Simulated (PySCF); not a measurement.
NS, SMILES [N]=S, multiplicity 2. The structure is a stationary point at B3LYP-D3(BJ)/def2-TZVPD.

Computed equilibrium geometry at B3LYP-D3(BJ)/def2-TZVPD (PySCF confirms it by a frequency run) as bond lengths and angles, and its point group:
point group C∞v.
Atoms: N1 S2. Bond lengths (Å): N1–S2 1.490.
Charge 0, spin multiplicity 2.
